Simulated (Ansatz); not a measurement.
Species: [W(OH)3(NH2)3] (charge 0, multiplicity 1).

### Question
Give a relaxed geometry from Ansatz (a program for electronic structure) with PBE-D3(BJ)/def2-SVP.

### Answer
This is not unique; one that fits is the end point of this relaxation, one of several conformers.
Z-matrix (Å, degrees):
```
W
O 1 1.9647
H 2 0.9783 1 107.88
O 1 1.9659 2 156.30 3 150.44
H 4 0.9755 1 110.19 2 144.36
N 1 1.9810 2 78.51 3 -153.16
H 6 1.0240 1 123.41 2 16.80
H 6 1.0245 7 112.64 2 160.27
O 1 1.9879 2 86.07 3 7.63
H 9 0.9761 1 108.31 2 89.91
N 1 1.9986 2 109.12 3 -67.19
H 11 1.0241 1 125.90 2 -87.73
H 11 1.0257 12 111.99 1 173.96
N 1 2.0025 2 88.37 3 97.11
H 14 1.0239 1 123.86 2 175.75
H 14 1.0247 15 112.39 4 165.20
```
